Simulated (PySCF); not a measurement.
H₅P₂, SMILES P[PH3+], charge +1. Geometry optimised at PBE-D3(BJ)/def2-TZVP. The isomer is the one that the SMILES or the coordinates give; other isomers of the formula were not compared.

TDDFT-LC-ωPBE/def2-SVPD (PySCF) puts the lowest singlet excitations at 6.60, 7.72, 8.19, 8.33, 8.38, 8.86 eV.

**Question.** What are the lowest excitation roots from ADC(2)/aug-cc-pVDZ (PySCF)? (The exact figures need the calculation; the answer reports its results.)

**Answer.** 6.77, 7.81, 7.88, 8.25, 8.32, 9.18 eV. S1 differs by 0.17 eV (second minus first; roots are paired by order, and the bases may differ).
